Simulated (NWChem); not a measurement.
System: CH7BGeO; SMILES [B]([GeH3])(C)O

Here is an NWChem input.

```
start job
memory heap 200 mb stack 900 mb global 1100 mb
geometry units angstroms noautosym nocenter noautoz
  B      0.065483     1.043322    -0.007855
  Ge     0.012816    -1.055000     0.002488
  H      1.452425    -1.662416    -0.035828
  H     -0.679414    -1.634395     1.270216
  H     -0.751342    -1.646933    -1.217165
  C     -1.246760     1.906870     0.018620
  H     -1.883300     1.666281    -0.860720
  H     -1.046793     2.997396     0.025229
  H     -1.864518     1.650006     0.906319
  O      1.268025     1.688214    -0.039419
  H      2.027106     1.076563    -0.056287
end
basis spherical
  * library def2-svp
end
dft
  xc pbe0
  iterations 150
end
property
  efieldgrad
end
task dft property
```

Coordinates come from a PBE-D3(BJ)/def2-SVP optimisation.

Vzz is the largest principal value of the second derivative of the potential at the nucleus (NWChem prints the opposite sign); η is the asymmetry. Non-relativistic.

Atoms are numbered as in the input.

Task: Give the results of this calculation. (PBE0/def2-SVP.) Quantities: Vzz B1 (a.u.); η B1; Vzz Ge2 (a.u.); η Ge2; Vzz O10 (a.u.); η O10.

Result: 
```yaml
Vzz B1 (a.u.): 0.391
"η B1": 0.38
Vzz Ge2 (a.u.): -0.656
"η Ge2": 0.22
Vzz O10 (a.u.): 1.191
"η O10": 0.10
```
